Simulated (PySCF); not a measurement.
NbF₄, SMILES [Nb+]([F])([F])([F])[F], charge +1, multiplicity 1.

Geometry optimised at PBE0-D3(BJ)/def2-SVP. The multiplicity is an assumed one; other spin states were not compared. The isomer is the one that the SMILES or the coordinates give; other isomers of the formula were not compared. The def2 effective core potentials stand for the cores of Nb; spin–orbit coupling is left out.

The numbers are results of PBE/def2-TZVPD run with PySCF, not measurements.

The molecule is in vacuum.

Problem. Estimate the frontier levels, gap, dipole moment and polarisability. (An estimate is asked for; the answer gives what the named calculation found.)

Solution. 
```json
{
 "highest_occupied_level": "-17.60 eV",
 "lowest_empty_level": "-10.67 eV",
 "orbital_gap": "6.94 eV",
 "dipole_moment_about_the_centre_of_nuclear_charge": "0.00 D",
 "mean_static_polarisability": "34.2 bohr³ (5.07 Å³)",
 "polarisability_principal_values": "34.2, 34.2, 34.2 bohr³"
}
```
